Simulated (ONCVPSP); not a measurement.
## Scattering properties, ONCV potential for aluminium

ONCVPSP 4.0.1 input, shortened (lines: element, Z, core and valence counts, functional; n l f; lmax; l rc ep ncon nbas qcut; lloc lpopt rc5 dvloc0; l nproj debl; icmod fcfact rcfact), PBE, non-relativistic:

```
  Al 13.00    1    4        4      upf
    1    0    2.00
    2    0    2.00
    2    1    6.00
    3    0    2.00
    3    1    1.00
    2
    0    0.85    0.00    3    7   11.90
    1    1.00    0.00    4    7   11.60
    2    0.85    0.09    4    9   13.30
    2    5    0.85    0.00
    0    2    2.70
    1    2    2.80
    2    0    3.70
    3    4.50    1.55
```

The phase is arctan(r·R′/R) of the radial function R(r), unwrapped; energies in Ha, scanned from -5 to 5 Ha. A pole is an energy at which the radial function vanishes at the test radius. The pseudo phase is shifted by a multiple of π to meet the all-electron one at the reference energy, and phase errors are pseudo minus all-electron; the curves can meet again beyond the range given. Levels narrower than the energy grid can be missing from the lists of poles.

| channel | radius (bohr) | reference energy (Ha) | poles, all-electron | poles, pseudo | unbroken range about the reference energy with phases within 0.05 rad | phase error 1 Ha above the reference energy (rad) |
| --- | --- | --- | --- | --- | --- | --- |
| s | 0.86 | -0.28 | -1.33 | -1.33 | the whole range | +0.000 |
| p | 1.02 | -0.10 | -1.56 | -1.56 | the whole range | -0.000 |
| d | 0.86 | 0.09 | none | none | the whole range | +0.000 |

Phases in the p channel:

```csv
E (Ha),all-electron,pseudo
-4.96,0.815,0.814
-4.72,0.731,0.731
-4.48,0.621,0.621
-4.24,0.474,0.474
-4.00,0.276,0.276
-3.76,0.016,0.016
-3.52,-0.292,-0.292
-3.28,-0.602,-0.602
-3.04,-0.867,-0.867
-2.80,-1.071,-1.071
-2.56,-1.224,-1.224
-2.32,-1.339,-1.339
-2.08,-1.429,-1.429
-1.84,-1.501,-1.501
-1.60,-1.561,-1.561
-1.36,-1.613,-1.613
-1.12,-1.658,-1.658
-0.88,-1.700,-1.700
-0.64,-1.738,-1.738
-0.40,-1.775,-1.775
-0.16,-1.811,-1.811
0.08,-1.847,-1.847
0.32,-1.885,-1.885
0.56,-1.923,-1.923
0.80,-1.964,-1.964
1.04,-2.008,-2.008
1.28,-2.057,-2.057
1.52,-2.111,-2.111
1.76,-2.171,-2.171
2.00,-2.241,-2.241
2.24,-2.322,-2.322
2.48,-2.415,-2.415
2.72,-2.524,-2.524
2.96,-2.651,-2.651
3.20,-2.795,-2.795
3.44,-2.955,-2.955
3.68,-3.126,-3.126
3.92,-3.298,-3.298
4.16,-3.463,-3.462
4.40,-3.614,-3.613
4.64,-3.747,-3.746
4.88,-3.861,-3.860
```
